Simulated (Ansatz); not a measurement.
Reaction (ligand exchange at a Ti–O bond): `[OH][Ti]([OH])([F])[Cl]` + H₂S → `[OH][Ti]([F])([SH])[Cl]` + H₂O

Program: Ansatz. Geometries: PBE0-D4/def2-TZVP. ΔE: electronic, gas phase. CCSD(T)/CBS is the MP2 limit (def2-TZVPP, def2-QZVPP) plus CCSD(T) − MP2 in def2-TZVPP, frozen cores. This one scheme is used for every species. DFT in def2-TZVPP. B3LYP here is the variant with VWN-RPA as its local correlation; programs differ in this. For Ti outer-core shells are correlated without core-valence functions, which leaves a few kJ/mol of doubt a bond. Scalar relativity is left out up to krypton. One conformer a species, not always the lowest.

`[OH][Ti]([OH])([F])[Cl]`:

```xyz
7

O    -1.283    0.277    0.671
Ti    0.127    0.087   -0.375
O     1.287   -1.009    0.398
F    -0.357   -0.567   -1.929
Cl    1.053    2.065   -0.695
H    -2.217    0.484    0.637
H     1.390   -1.337    1.293
```

H₂S:

Cartesian coordinates in Å:
```
S 0.439 0.055 -0.434
H -0.019 -0.970 0.300
H -0.419 0.915 0.134
```

`[OH][Ti]([F])([SH])[Cl]`:

Cartesian coordinates in Å:
```
O -0.261 -0.768 -1.525
Ti 0.296 0.056 -0.083
F 0.605 1.756 -0.345
S -1.420 -0.160 1.396
Cl 2.117 -0.872 0.725
H -0.533 -0.674 -2.438
H -0.803 0.661 2.270
```

H₂O:

Cartesian coordinates in Å:
```
O 0.052 -0.386 -0.011
H 0.556 0.285 -0.477
H -0.608 0.101 0.488
```

```
        level  ΔE (kJ/mol)
        B3LYP         37.9
HF/def2-TZVPP         52.6
```

Problem. What does CCSD(T)/CBS give? (Best estimate.)

Solution. The calculation gave: +26.5 kJ/mol. The listed levels differ from it by 11.4, 26.1 kJ/mol.

Largest T1 diagnostic among the species: 0.025, so the coupled-cluster value is less sure than usual.

In def2-TZVPP, CCSD(T) changes the Hartree–Fock value by −21.3 kJ/mol (the triples alone add −8.2 kJ/mol) and MP2 by −29.5 kJ/mol. The D4 term adds −5.0 kJ/mol with B3LYP and −2.8 kJ/mol with PBE0; it sums over pairs of atoms, weighted by their polarisabilities, and B3LYP, whose exchange is more repulsive, gets the larger term.
